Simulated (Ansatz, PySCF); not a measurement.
ZrI4, SMILES [I][Zr]([I])([I])[I], multiplicity 1.

Coordinates come from a PBE0-D3(BJ)/def2-SVP optimisation. The spin state was assumed, not searched. The isomer is the one that the SMILES or the coordinates give; other isomers of the formula were not compared. The def2 effective core potentials stand for the cores of I, Zr; spin–orbit coupling is left out.

Vertical ionisation energy (IE) and electron affinity (EA) in eV. Rows of orbital energies are one-electron estimates. Where ΔSCF, EOM or ADC give a negative EA the extra electron is unbound and the value depends on the basis.

```json
[
 {"level": "−ε(HOMO), −ε(LUMO), HF/def2-TZVP (PySCF)", "IE": "10.25", "EA": "-0.19"},
 {"level": "−ε(HOMO), −ε(LUMO), PBE/def2-TZVP (PySCF)", "IE": "6.81", "EA": "3.63"},
 {"level": "ΔSCF, PBE0/def2-TZVPD (Ansatz), final states of multiplicity 2 and 2", "IE": "?", "EA": "?"},
 {"level": "ΔSCF, PBE/def2-TZVPD (Ansatz), final states of multiplicity 2 and 2", "IE": "8.90", "EA": "1.53"}
]
```

Problem. Fill in the missing entries. (Estimate from the structure and the level; the computed values follow.)

Solution. 
- ΔSCF, PBE0/def2-TZVPD (Ansatz, a program for electronic structure), final states of multiplicity 2 and 2, IE: 9.37
- ΔSCF, PBE0/def2-TZVPD (Ansatz), final states of multiplicity 2 and 2, EA: 1.84

Problem. What vertical singlet–triplet gap does ΔSCF give with PBE0/def2-TZVPD (Ansatz) and with PBE/def2-TZVPD (Ansatz)? (An estimate is asked for; the answer gives what the named calculation found.)

Solution. 3.36 and 3.20 eV (triplet above singlet where positive).
